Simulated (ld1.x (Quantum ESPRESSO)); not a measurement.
oxygen: one change to an RRKJ potential, before and after

ld1.x (Quantum ESPRESSO) 7.5 input, shortened:

```
&input
   title='O', zed=8., rel=0, dft='PZ', iswitch=3,
   config='[He] 2s2 2p2 3d-2'
 /
 &inputp
   pseudotype=2, tm=.false., rho0=0.01, lloc=2,
   nlcc=.true., rcore=0.85
 /
3
2S  1  0   2.00   0.00  0.85  0.85  0.0
2P  2  1   2.00   0.00  1.70  1.70  0.0
3D  3  2  -2.00  -0.15  1.80  1.80  0.0
 &test
   configts(1)='2s2 2p2'
 /
```

Change: wave 2s (bound): rc 0.85 bohr becomes 2s (bound): rc 1.18 bohr.

Cutoffs: the cutoffs (Ry, on a coarse ladder) from which the occupation-weighted sum of valence levels, in a spherical-Bessel basis at the reference potential, stays within 10 and 1 mRy of its value at 400 Ry; they do not see the model core or the augmentation charge, which bear on the density cutoff. Errors are all-electron minus pseudo energies relative to the spin-unpolarised reference configuration.

Q: What does the change do?

A: The potential gets softer (120 Ry and 160 Ry → 90 Ry and 110 Ry); the errors of the 9 common tests hardly move; neither file shows a bound ghost. A larger radius leaves more room for a smooth pseudo-wave, so fewer plane waves are needed.

| quantity | base | changed |
| --- | --- | --- |
| cutoff, loose | 120 Ry | 90 Ry |
| cutoff, tight | 160 Ry | 110 Ry |
| loose cutoff by channel (10 mRy a level) | s 110 Ry, p 40 Ry | s 90 Ry, p 40 Ry |
| bound ghosts | none | none |
| error for 2s2 2p4, meV [ΔE -50.31 eV] | +419 | +402 |
| error for 2s2 2p3, meV [ΔE -33.72 eV] | +182 | +176 |
| error for 2s2 2p1, meV [ΔE 53.97 eV] | +418 | +408 |
| error for 2s2 2p4.3, meV [ΔE -52.48 eV] | +458 | +439 |
| error for 2s2 2p3.5, meV [ΔE -43.94 eV] | +315 | +304 |
| error for 2s2 2p0, meV [ΔE 130.92 eV] | +2286 | +2239 |
| error for 2s1 2p5, meV [ΔE -35.78 eV] | +787 | +746 |
| error for 2s2 2p2 (spin-polarised), meV [ΔE -2.23 eV] | +93 | +94 |
| error for 2s2 2p4 (spin-polarised), meV [ΔE -51.72 eV] | +501 | +484 |
| s: phases at 1.94 bohr within 0.05 rad from the reference energy up to (Ry; the scan ends near 5) | 0.2 | 0.6 |
| p: phases at 1.94 bohr within 0.05 rad from the reference energy up to (Ry; the scan ends near 5) | -0.2 | -0.2 |
| d: phases at 1.94 bohr within 0.05 rad from the reference energy up to (Ry; the scan ends near 5) | to the end of the scan | to the end of the scan |
